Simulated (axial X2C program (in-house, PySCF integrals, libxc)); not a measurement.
## Bond lengths and stretching modes, held linear, of RuCO

Computed with an axial X2C code built on PySCF integrals: two-component X2C with atomic mean-field Coulomb and Gaunt terms, Gaussian nuclei, basis Ru dyall-v3z, C dyall-v3z, O dyall-av3z with contracted cores. Spin-free rows use the one-electron spin-free X2C Hamiltonian.

Masses Ru 101.904, C 12.000, O 15.995 u. States: 2c Ω = 3 (beyond evenly filled blocks: ω = 1/2, ω = 5/2); spin-free M_S = 1, Λ = 2 (beyond evenly filled blocks: σα, δ+α, δ+β, δ-α).

PBE0, 2c: energies above the lowest point

```json
{"r(Ru–C) (Å)": "1.7472", "r(C–O) (Å)": "1.1281", "E (meV)": "77.05"}
{"r(Ru–C) (Å)": "1.7472", "r(C–O) (Å)": "1.1570", "E (meV)": "25.49"}
{"r(Ru–C) (Å)": "1.7472", "r(C–O) (Å)": "1.1859", "E (meV)": "59.90"}
{"r(Ru–C) (Å)": "1.7920", "r(C–O) (Å)": "1.1281", "E (meV)": "42.62"}
{"r(Ru–C) (Å)": "1.7920", "r(C–O) (Å)": "1.1570", "E (meV)": "0.00"}
{"r(Ru–C) (Å)": "1.7920", "r(C–O) (Å)": "1.1859", "E (meV)": "42.94"}
{"r(Ru–C) (Å)": "1.7920", "r(C–O) (Å)": "1.2148", "E (meV)": "155.60"}
{"r(Ru–C) (Å)": "1.8368", "r(C–O) (Å)": "1.1281", "E (meV)": "60.82"}
{"r(Ru–C) (Å)": "1.8368", "r(C–O) (Å)": "1.1570", "E (meV)": "26.31"}
{"r(Ru–C) (Å)": "1.8368", "r(C–O) (Å)": "1.1859", "E (meV)": "76.97"}
{"r(Ru–C) (Å)": "1.8816", "r(C–O) (Å)": "1.1570", "E (meV)": "93.26"}
{"r(Ru–C) (Å)": "1.8816", "r(C–O) (Å)": "1.2148", "E (meV)": "277.60"}
```

Q: Fit a quadratic surface with cubic terms in each bond: where is the minimum, and what are the two stretching wavenumbers?

A: At PBE0, 2c: bonds 1.790 and 1.156 Å; harmonic stretches 556.6 and 2033.9 cm⁻¹; force constants 4.14, 16.4 and coupling 0.96 mdyn/Å.

The other levels and Hamiltonians give:

```csv
Hamiltonian,level,r(Ru–C) (Å),r(C–O) (Å),lower stretch (cm⁻¹),upper stretch (cm⁻¹)
2c,LDA,1.756,1.167,596.8,1986.5
spin-free,PBE0,1.791,1.156,557.3,2034.4
spin-free,LDA,1.756,1.167,597.6,1986.9
```

Each state is one determinant, the lowest of a limited PBE0 search; the stretches come from a fit to these few points and carry an uncertainty of a few per cent. Other orders of the atoms were not compared. Left out for rough or failed fits: HF 2c, MP2 2c, HF spin-free, MP2 spin-free. The molecule was held linear; bending was not examined, so a bent shape may lie lower. Open-shell Ω = 0 determinants with evenly filled partner blocks cannot be reached by this program, so the Ω shown need not be the lowest component. Note: functional without a current term on a determinant with orbital currents, of the molecule or an atom. Note: several unpaired electrons, one determinant need not be a pure state.
